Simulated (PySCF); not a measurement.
Cartesian coordinates (Å):
SMILES: O[B][SiH3]
```xyz
7

O      1.9768     0.2136    -0.2988
B      0.9148    -0.3873     0.2330
Si    -1.0397     0.0380     0.0387
H      2.8258    -0.1712    -0.0571
H     -1.7071    -1.1844    -0.4853
H     -1.5627     0.3010     1.4071
H     -1.4079     1.1903    -0.8376
```
Charge 0, spin multiplicity 2.

Predict the total energy, dipole moment and highest occupied spin orbital from PBE0-D4/def2-TZVP run with PySCF 2.14.0.


* **total energy**: -391.7415 Ha
* **dipole moment**: 1.89 D
* **highest occupied spin orbital**: -5.24 eV
